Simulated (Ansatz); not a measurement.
`C[Se][AlH][F]` and `[CH3][AlH][Se]C` differ in one atom or group.

Ansatz, PBE0-D4/def2-TZVP geometries, multiplicity 1. Each molecule was computed in one conformer, which needn't be the lowest.

Scalar relativity is left out up to krypton.

| property | `C[Se][AlH][F]` |
| --- | --- |
| HOMO–LUMO gap (PBE/def2-TZVPP) / eV | 4.33 |
| HOMO–LUMO gap (B3LYP/def2-TZVPP) / eV | 5.72 |
| HOMO energy (PBE/def2-TZVPP) / eV | -6.00 |
| LUMO energy (B3LYP/def2-TZVPP) / eV | -1.14 |
| LUMO energy (PBE/def2-TZVPP) / eV | -1.67 |
| HOMO energy (ωB97M-V/def2-TZVPP) / eV | -9.21 |

**Question.** What does the change do to each property? (Best estimate.)

**Answer.** Ansatz gave: 
```tsv
property	`[CH3][AlH][Se]C`	shift
HOMO–LUMO gap (PBE/def2-TZVPP) / eV	3.98	-0.35
HOMO–LUMO gap (B3LYP/def2-TZVPP) / eV	5.37	-0.35
HOMO energy (PBE/def2-TZVPP) / eV	-5.66	0.34
LUMO energy (B3LYP/def2-TZVPP) / eV	-1.13	0.01
LUMO energy (PBE/def2-TZVPP) / eV	-1.68	-0.01
HOMO energy (ωB97M-V/def2-TZVPP) / eV	-8.85	0.36
```

B3LYP here is the variant with VWN-RPA as its local correlation; programs differ in this.

Spin–orbit coupling is left out; it splits and shifts lone-pair levels of the heavy atoms by tenths of an eV.
